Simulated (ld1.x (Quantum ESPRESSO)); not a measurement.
# Before and after: TM potential for Cl

chlorine (Cl), norm-conserving Troullier–Martins (Kleinman–Bylander form), made with ld1.x (Quantum ESPRESSO) 7.5 (LDA (PZ), scalar-relativistic). Core [Ne], reference 3s1.75 3p5.25. Waves: 3p (bound): rc 1.05 bohr; 3s (bound): rc 1.00 bohr. Local part: the s channel. Core correction: a·sin(br)/r model core inside 0.85 bohr.

Change: core correction a·sin(br)/r model core inside 1.12 bohr.

Cutoffs: the cutoffs (Ry, on a coarse ladder) from which the occupation-weighted sum of valence levels, in a spherical-Bessel basis at the reference potential, stays within 10 and 1 mRy of its value at 400 Ry; they do not see the model core or the augmentation charge, which bear on the density cutoff. Errors are all-electron minus pseudo energies relative to the spin-unpolarised reference configuration.

Task: Predict the effect on cutoff, ghosts and configuration errors.

Result: The potential gets neither clearly harder nor softer (140 Ry and 260 Ry → 140 Ry and 260 Ry); of the 9 tests that both files solve, the error grows in 4 and shrinks in 0 by more than 15 % and 0.3 meV (median size 2.7 → 9.2 meV); neither file shows a bound ghost. A wider model core is smoother and lowers the density cutoff, which this test does not measure.

```csv
quantity,base,changed
"cutoff, loose",140 Ry,140 Ry
"cutoff, tight",260 Ry,260 Ry
bound ghosts,none,none
"error for 3s2 3p5, meV [ΔE -3.00 eV]",+0.2,+0.3
"error for 3s2 3p4, meV [ΔE 10.97 eV]",+4.5,+4.8
"error for 3s2 3p3, meV [ΔE 36.50 eV]",+32,+34
"error for 3s2 3p2, meV [ΔE 74.89 eV]",+103,+114
"error for 3s2 3p1, meV [ΔE 127.26 eV]",+236,+278
"error for 3s2 3p4.5, meV [ΔE 2.63 eV]",+0.6,+0.7
"error for 3s1 3p6, meV [ΔE 9.05 eV]",+0.5,+1.2
"error for 3s1.75 3p5.25 (spin-polarised), meV [ΔE -0.20 eV]",+2.7,+12
"error for 3s2 3p5 (spin-polarised), meV [ΔE -3.19 eV]",+2.3,+9.2
s: phases at 1.15 bohr within 0.05 rad from the reference energy up to (Ry; the scan ends near 5),0.9,0.9
p: phases at 1.15 bohr within 0.05 rad from the reference energy up to (Ry; the scan ends near 5),1.6,1.6
```
